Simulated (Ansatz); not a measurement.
Start from `FB1C=C1` and change one atom or group to get `OCB1C=C1`.

Ansatz, PBE0-D4/def2-TZVP geometries, multiplicity 1. Each molecule was computed in one conformer, which needn't be the lowest.

```csv
property,`FB1C=C1`
HOMO energy (PBE/def2-TZVPP) / eV,-6.57
"ideal-gas entropy at 298 K and 1 bar (rigid rotor, harmonic PBE0-D4/def2-TZVP) / J/(mol·K)",261
HOMO–LUMO gap (ωB97M-V/def2-TZVPP) / eV,11.97
HOMO–LUMO gap (PBE0/def2-TZVPP) / eV,7.48
HOMO–LUMO gap (PBE/def2-TZVPP) / eV,4.94
HOMO energy (ωB97M-V/def2-TZVPP) / eV,-10.27
```

Task: What does the change do to each property? (Best estimate.)

Result: Ansatz gave: 
| property | `OCB1C=C1` | shift |
| --- | --- | --- |
| HOMO energy (PBE/def2-TZVPP) / eV | -5.96 | 0.61 |
| ideal-gas entropy at 298 K and 1 bar (rigid rotor, harmonic PBE0-D4/def2-TZVP) / J/(mol·K) | 319 | 58 |
| HOMO–LUMO gap (ωB97M-V/def2-TZVPP) / eV | 11.84 | -0.13 |
| HOMO–LUMO gap (PBE0/def2-TZVPP) / eV | 7.23 | -0.25 |
| HOMO–LUMO gap (PBE/def2-TZVPP) / eV | 4.43 | -0.51 |
| HOMO energy (ωB97M-V/def2-TZVPP) / eV | -10.07 | 0.20 |

With PBE0 the HOMO rises by 0.35 eV and the LUMO rises by 0.11 eV, so the gap narrows by about 0.24 eV. PBE moves the HOMO by 0.61 eV and ωB97M-V by 0.20 eV. The zero-point energy changes by 102.9 kJ/mol with +12 modes.
